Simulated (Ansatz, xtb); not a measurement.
Relaxing a trial structure of FGaH3Si+

The starting geometry of this gas-phase singlet has its atoms placed at random.

| atom | x (Å) | y (Å) | z (Å) |
| --- | --- | --- | --- |
| F | 0.5706 | -1.8346 | -1.0389 |
| Ga | 0.4616 | -0.4751 | 0.0765 |
| Si | -0.9935 | 0.9819 | -0.7622 |
| H | -0.9070 | -1.4981 | -1.0388 |
| H | -1.6886 | 0.3215 | 0.6955 |
| H | 1.6960 | -0.0270 | 0.1462 |

Q: One run relaxed it with r2SCAN-D4/def2-SVP. What is a likely outcome?

A: It ends as a structure with F1 bridging Ga2 and Si3, H4 bridging Si3 and Ga2, H5 bridging Si3 and Ga2, given below by its coordinates. Distances that change by over a tenth: F1–Ga2 (1.76 → 2.06 Å), Ga2–H6 (1.32 → 1.52 Å). Contacts that close: F1–Si3 (3.23 → 1.77 Å), Ga2–H4 (2.04 → 1.75 Å), Ga2–H5 (2.38 → 1.75 Å), Si3–H4 (2.50 → 1.72 Å).

The energy falls by 5.93 eV over 24 steps:

```tsv
step	E − E(last) (eV)
1	5.930
4	3.245
6	2.547
9	1.320
11	1.103
14	0.900
16	0.547
19	0.059
21	0.004
24	0.000
```

Final geometry (Å):

```xyz
6

F    -0.4695   -1.8452   -0.6119
Ga    0.5922   -0.1714   -0.0512
Si   -1.6801   -0.5680   -0.8317
H    -0.3400    0.3231   -1.4482
H    -1.0057    0.0497    0.6292
H     2.0422   -0.3195    0.3922
```

From the same start GFN2-xTB ends elsewhere, differing in F1–Si3 (2.90 against 1.77 Å here), Ga2–H4 (3.59 against 1.75 Å here), Ga2–H5 (3.58 against 1.75 Å here).

From so rough a start the end depends on the optimiser's path, so another program may land elsewhere. The end wasn't checked by frequencies. Run with Ansatz 0.2.0, 39 s on 2 threads of Arm Neoverse V2 (shared host).
